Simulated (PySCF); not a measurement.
**First-order multiplets**

Bonds (- single, = double, # triple, : aromatic): C1-C2 1.489 Å, C2:C3 1.397 Å, C3:C4 1.384 Å, C4:N5 1.329 Å, N5:N6 1.288 Å, N6:N7 1.289 Å, N7:C2 1.332 Å. C1 carries H8, H9, H10; C3 carries H11; C4 carries H12.

PySCF 2.14 calculation with GIAO PBE0/pcSseg-1 shieldings, GFN2-xTB structure and spin–spin couplings from B3LYP/pcJ-1 (spin–dipole term only in couplings to heteroatoms); non-relativistic, fast rotation and ring inversion assumed for equivalent nuclei, single conformer, gas phase.

Chemical shifts δ = σref − σ; $^{1}$H (σref 31.72), $^{13}$C (σref 186.93) against TMS, all at this level.

Spectrometer: 400 MHz for $^{1}$H. First-order analysis; couplings under 1 Hz (under 4 Hz in carbon signals) are ignored, and nearly equal couplings are merged; the smaller ones broaden or split the lines further.

(1) What pattern does H11 show ($^{1}$H)?

(2) What pattern does H12 show ($^{1}$H)?

(3) What pattern does C4 show in the proton-coupled $^{13}$C spectrum?

Answers

(1) A doublet at δ 7.20: 6.0 Hz to H12 (1 × $^{1}$H, 3 bonds away). Lines in Hz from the centre (relative intensity): +3.0 (1), -3.0 (1). The outer lines are 6.0 Hz apart, the sum of the couplings kept, or 0.015 ppm at this field.

(2) A doublet at δ 9.12: 6.0 Hz to H11 (1 × $^{1}$H, 3 bonds away). Lines in Hz from the centre (relative intensity): +3.0 (1), -3.0 (1). The outer lines are 6.0 Hz apart, the sum of the couplings kept, or 0.015 ppm at this field.

(3) A doublet at δ 152.4: 192.9 Hz to H12 (1 × $^{1}$H, 1 bond away). Lines in Hz from the centre (relative intensity): +96.5 (1), -96.5 (1). The outer lines are 192.9 Hz apart, the sum of the couplings kept, or 1.918 ppm at this field.

Unscaled 3J(H,H) at this level run about 10 % above measured values.
